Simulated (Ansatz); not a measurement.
`[CH3][GeH]([CH3])[Cl]` + HI → `[CH3][GeH]([Cl])[I]` + CH₄ at 400 K and 1 bar (ligand exchange at a Ge–C bond).

Calculated with Ansatz (gas phase, PBE0-D4/def2-TZVP geometries, no zero-point term in ΔE). CBS: MP2 limit from def2 TZ/QZ plus the TZ coupled-cluster correction, frozen cores. This one scheme is used for every species. def2 core potentials past Kr. For Ge, I outer-core shells are correlated without core-valence functions, which leaves a few kJ/mol of doubt a bond. Scalar relativity is left out up to krypton.

```
                species  CCSD(T)/CBS energy (Eh)  H − E (kJ/mol)  S (J/(mol·K))
`[CH3][GeH]([CH3])[Cl]`              -2616.27253           250.5          387.5
                     HI               -298.03592            25.7          215.0
  `[CH3][GeH]([Cl])[I]`              -2873.88412           154.0          396.1
                    CH₄                -40.46206           131.3          197.2
```

H − E and S are ideal-gas, rigid-rotor, harmonic terms from PBE0-D4/def2-TZVP, for one conformer and one mirror image of each species. 1 Eh = 2625.50 kJ/mol, R = 8.31446 J/(mol·K).

**Question.** By hand: ΔE, ΔH, ΔS and ΔG.

**Answer.** ΔE = (-2873.88412) + (-40.46206) − (-2616.27253) − (-298.03592) = -0.03773 Eh = -99.1 kJ/mol. Δ(H − E) = 154.0 + 131.3 − 250.5 − 25.7 = 9.1, so ΔH = -90.0 kJ/mol. ΔS = 396.1 + 197.2 − 387.5 − 215.0 = -9.2 J/(mol·K). ΔG = -90.0 − 400 × (-9.2)/1000 = -86.3 kJ/mol.

**Question.** By hand: the equilibrium constant, and the temperature at which ΔG would vanish if ΔH and ΔS stayed fixed.

**Answer.** log₁₀ K = −ΔG/(RT ln 10) = 11.3. ΔG = 0 at ΔH/ΔS = 9783 K, far beyond where these terms or the molecules hold.

The number of gas molecules stays the same, so ΔS is small and ΔH decides. A doubt of 5 kJ/mol in ΔE shifts log₁₀ K by 0.7 here. Other conformers and mirror images would add mixing entropy, several J/(mol·K) or more a flexible species. These are equilibria of isolated gas molecules and say nothing of rates. Largest T1 diagnostic: 0.009 (customary marks: 0.02 for closed shells, 0.045 for open ones).
